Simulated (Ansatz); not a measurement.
A search over several starts for the lowest SCF solution of TiSi₆⁺ at the given spin, in a small basis.

```yaml
crystal:
  periodic: [false, false, false]
  atoms:
    - {symbol: Ti, position_ang: [1.044681, -0.345364, -1.650099]}
    - {symbol: Si, position_ang: [0.250209, 0.106281, 2.501247]}
    - {symbol: Si, position_ang: [-1.215251, 0.315390, 0.642625]}
    - {symbol: Si, position_ang: [-0.628083, 1.507703, -1.331580]}
    - {symbol: Si, position_ang: [0.631888, -1.357585, 0.574905]}
    - {symbol: Si, position_ang: [1.171213, 1.016764, 0.418776]}
    - {symbol: Si, position_ang: [-1.254647, -1.243200, -1.155874]}
basis:
  gaussian: {orbitals: def2-SVP, initial_orbitals: start.molden}
total_charge: 1
magnetization: {spin_polarized: true, initial_magnetization: 1}
hamiltonian: {xc: pbe0, dispersion: d4}
output: {orbitals: {seedname: orbitals}}
```

The file start.molden holds the orbitals of an earlier run on this structure, at another level or in another basis.

```sh
$ ansatz run in.yaml --threads 4 --pin off --events-out ev --progress --plain --max-ram 4787MiB
```

Shortened log:

```
Functional definition: PBE0
1346 factors; integrals over basis functions are off by at most 6.2e-4 eV
mean field evaluation 1: about -70329.1451 eV, gradient 4.6e-2 eV
mean field evaluation 2: about -70329.1568 eV, gradient 2.4e-4 eV
mean field evaluation 4: about -70329.1568 eV, gradient 2.1e-5 eV
mean field evaluation 8: about -70329.1568 eV, gradient 1.5e-5 eV
mean field evaluation 16: about -70329.0074 eV, gradient 1.5e0 eV
mean field evaluation 32: about -70328.5899 eV, gradient 4.5e0 eV
mean field -70329.15680378 eV, -2584.5488417244 hartree, gradient 4.2e-6 eV, S^2 0.941521; 8 other end points of the search recorded, 0 dependent functions left out
reference -70329.15684091 eV, -2584.5488430886 hartree; 53, 52 occupied and 86, 87 virtual orbitals, 1346 factors
Total energy: -70329.71569275 eV, -2584.5693805152 hartree
```

Hardware: 4 threads of Arm Neoverse V1 on a shared host. Wall time 28 s, peak host memory 0.72 GiB.

The charge 1 doublet is spin-contaminated (final ⟨S²⟩ up to 0.94, 0.75 for a pure state). The structure comes from a short search, and lower isomers may exist.
